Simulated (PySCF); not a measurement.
**Electron correlation in Xe⁵²⁺ (xenon, charge +52)**

1s2, closed-shell 1S. All numbers are calculated (PySCF 2.14, no relativity, point nucleus, in an uncontracted even-tempered set (15 s from 110 bohr⁻², ratio 2.2; 7 p from 170 bohr⁻², ratio 2.4; 4 d from 520 bohr⁻², ratio 2.4; 3 f from 780 bohr⁻², ratio 2.4; 3 g from 1200 bohr⁻², ratio 2.4)). Frozen: nothing; 2 electrons correlated; the 11 highest virtual orbitals of each spin left out.

With two correlated electrons CCSD is exact within the correlated space (frozen core and kept virtual orbitals).

| level | correlation energy (mhartree) |
| --- | --- |
| CCSD | -45.79 |

Diagnostics: T1 = 7.4e-07, D1 = 0.0000, largest double amplitude 0.001.

Question: Is a single reference adequate?

Answer: Yes, within this model without spin-orbit coupling: T1 lies below 0.03 and no double amplitude reaches 0.07.

At this charge a non-relativistic calculation is a model, useful for the Z dependence of the correlation energy.
